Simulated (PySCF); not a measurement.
# Excitation energy of Lu by level of theory

Lu [Xe] 4f14 5d1 6s2 (2D) → Lu [Xe] 4f14 5d1 6s1 6p1 (high-spin determinant), as a difference of total energies. Computed with PySCF 2.14 in x2c-TZVPPall (11s7p7d2f2g, 99 functions), with the spin-free X2C one-electron Hamiltonian (Gaussian nucleus). Correlated levels: valence: [Kr] 4d10 frozen; valence and next inner shell: [Ar] 3d10 frozen. The calculations carry no spin-orbit coupling.

```json
{"method": "UHF", "excitation energy (eV)": "1.382"}
{"method": "LDA", "excitation energy (eV)": "2.663"}
{"method": "PBE", "excitation energy (eV)": "2.477"}
{"method": "PBE0", "excitation energy (eV)": "2.305"}
{"method": "r2SCAN", "excitation energy (eV)": "2.201"}
{"method": "B3LYP", "excitation energy (eV)": "2.642"}
{"method": "BLYP", "excitation energy (eV)": "2.763"}
{"method": "r2SCANh", "excitation energy (eV)": "2.187"}
{"method": "MP2 (valence)", "excitation energy (eV)": "2.473"}
{"method": "SCS-MP2 (valence)", "excitation energy (eV)": "2.536"}
{"method": "MP2 (valence and next inner shell)", "excitation energy (eV)": "2.491"}
{"method": "SCS-MP2 (valence and next inner shell)", "excitation energy (eV)": "2.551"}
```

Problem. How much does correlation contribute at MP2 (valence and next inner shell)?

Solution. 2.491 − (1.382) = 1.109 eV, measured against UHF.

A first-order spin-orbit estimate (lowest level to lowest level, LS coupling) adds -0.123 eV.

The basis was made for the ground configuration and has no added diffuse functions, so the excitation energy can come out too high.

The determinant of the upper state mixes LS terms, which raises its energy above the lowest term, most at the Hartree-Fock and MP2 levels.
